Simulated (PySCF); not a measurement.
Identify the unknown among the candidates.

All candidates are C5H7FO3.

- Rotational structure: rotational constants A, B, C: 3.089, 1.108, 0.896 GHz [GFN2-xTB]
- Polarisability: 73.3 au [PBE0/def2-SVPD]
- Triplet: lowest triplet excitation (Tamm–Dancoff): 4.23 eV [TDA PBE0/def2-SVPD]
- UV, strongest line: among the 6 lowest singlet transitions: S5 at 7.09 eV (175 nm, f = 0.184) [TDDFT PBE0/def2-SVPD]
- NMR, other nuclei: isotropic shieldings of nuclei other than C and H, by class: -117 (1 O), 125 (1 O), 231 (1 O), 299 (1 F) ppm [GIAO PBE0/pcSseg-1]
- 13C NMR: chemical shifts (computed TMS as zero) by class: 172.0 (1 C), 168.6 (1 C), 109.7 (1 C), 55.7 (1 C), 23.0 (1 C) ppm [GIAO PBE0/pcSseg-1]
- Dipole: 1.07 D [PBE0/def2-SVPD]
- UV, first state: lowest singlet excitation: 5.63 eV (220 nm, f = 0.072) [TDDFT PBE0/def2-SVPD]
- 1H NMR: chemical shifts (computed TMS as zero) by class: 5.98 (1 H), 3.98 (3 H), 2.15 (3 H) ppm [GIAO PBE0/pcSseg-1]

Electronic properties: PySCF, gas phase, density fitting. Levels stand in brackets. One conformer (not necessarily the lowest) at the GFN2-xTB geometry, without solvent, vibrations or thermal averaging. NMR classes are plain means over equivalent atoms (diastereotopic ones count apart unless rotation or inversion swaps them), as if these changed places fast.

Question: Which candidate is it?
A. `CO/C(F)=C\OC(C)=O`
B. `CC(=O)O[C@@H]1CO[C@@H]1F`
C. `CC[C@@H]1OC(=O)O[C@@H]1F`

Answer: A. It is `CO/C(F)=C\OC(C)=O`. Numbering: `[CH3:1][O:2]/[C:3]([F:4])=[CH:5]\[O:6][C:7]([CH3:8])=[O:9]`. Its formula, C5H7FO3, gives 2 degrees of unsaturation: 0 rings and 2 π bonds in the structure found. 5 carbons fall into 5 classes; from least to most shielded: ester carbonyl carbon [C7] (172.0 ppm), vinylic C–F carbon [C3] (168.6 ppm), vinylic carbon bearing oxygen [C5] (109.7 ppm), methoxy carbon [C1] (55.7 ppm), methyl carbon next to a carbonyl [C8] (23.0 ppm). Hydrogen classes from least to most shielded: 1 H on a vinylic carbon bearing oxygen, C5 (5.98 ppm), 3 H on a methoxy carbon, C1 (3.98 ppm), 3 H on a methyl carbon next to a carbonyl, C8 (2.15 ppm). The other shieldings belong to: -117 ppm, ester carbonyl oxygen [O9]; 125 ppm, ester single-bonded oxygen [O6]; 231 ppm, ether oxygen [O2]; 299 ppm, vinyl fluorine [F4]. The optimised geometry has point group C1 and is an asymmetric top.

The others, at the same levels:
- `CC(=O)O[C@@H]1CO[C@@H]1F` fails: its computed 13C shifts are 176.3 (1 C), 118.8 (1 C), 76.9 (1 C), 71.2 (1 C), 22.5 (1 C) ppm, 1H shifts are 6.17 (1 H), 5.25 (1 H), 5.09 (1 H), 4.96 (1 H), 2.19 (3 H) ppm and rotational constant A is 3.379 GHz (against 3.089 GHz).
- `CC[C@@H]1OC(=O)O[C@@H]1F` fails: its computed 13C shifts are 156.5 (1 C), 111.1 (1 C), 85.7 (1 C), 27.6 (1 C), 13.5 (1 C) ppm, 1H shifts are 6.24 (1 H), 4.29 (1 H), 1.89 (1 H), 1.66 (1 H), 1.29 (3 H) ppm and lowest singlet excitation is 7.14 eV (174 nm, f = 0.000) (against 5.63 eV).

Each candidate is one conformer, not necessarily the lowest. The conformers computed, where there is a choice (atom-mapped SMILES and torsion angles):
- `[CH3:1][O:2]/[C:3]([F:4])=[CH:5]\[O:6][C:7]([CH3:8])=[O:9]`: C1–O2–C3–F4 44°, C3–C5–O6–C7 48°, C5–O6–C7–C8 -178°
- `[CH3:1][C:2](=[O:3])[O:4][C@@H:5]1[CH2:6][O:7][C@@H:8]1[F:9]`: C1–C2–O4–C5 -177°, C2–O4–C5–C6 170°
- `[CH3:1][CH2:2][C@@H:3]1[O:4][C:5](=[O:6])[O:7][C@@H:8]1[F:9]`: C1–C2–C3–O4 -67°
